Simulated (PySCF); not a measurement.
PbI₂: bending curve

These are results of BP86 in PySCF with Pb def2-TZVP with ECP60, I def2-TZVP with ECP28; scalar-relativistic core potentials, no spin–orbit coupling; density-fitted integrals, not measurements.

Rigid scan from the singlet minimum (Pb–I 2.837 Å (×2); I–Pb–I 101.8°). Coordinate: the I–Pb–I angle, bonds fixed. Energies in kJ/mol from the minimum.

```json
{"bond angle (°)": "80", "E (kJ/mol)": "30.9", "dipole size (D)": "4.18"}
{"bond angle (°)": "90", "E (kJ/mol)": "7.1", "dipole size (D)": "3.85"}
{"bond angle (°)": "100", "E (kJ/mol)": "0.1", "dipole size (D)": "3.53"}
{"bond angle (°)": "110", "E (kJ/mol)": "2.6", "dipole size (D)": "3.22"}
{"bond angle (°)": "120", "E (kJ/mol)": "9.5", "dipole size (D)": "2.89"}
{"bond angle (°)": "130", "E (kJ/mol)": "21.6", "dipole size (D)": "2.54"}
{"bond angle (°)": "140", "E (kJ/mol)": "37.9", "dipole size (D)": "2.16"}
{"bond angle (°)": "150", "E (kJ/mol)": "56.1", "dipole size (D)": "1.73"}
{"bond angle (°)": "160", "E (kJ/mol)": "72.5", "dipole size (D)": "1.23"}
{"bond angle (°)": "170", "E (kJ/mol)": "85.6", "dipole size (D)": "0.65"}
{"bond angle (°)": "180", "E (kJ/mol)": "90.5", "dipole size (D)": "0.00"}
```

With the bonds held, the linear shape lies 90.5 kJ/mol from the minimum.

Spin–orbit coupling, left out here, can matter for elements this heavy.

Other isomers or separated fragments may lie lower.
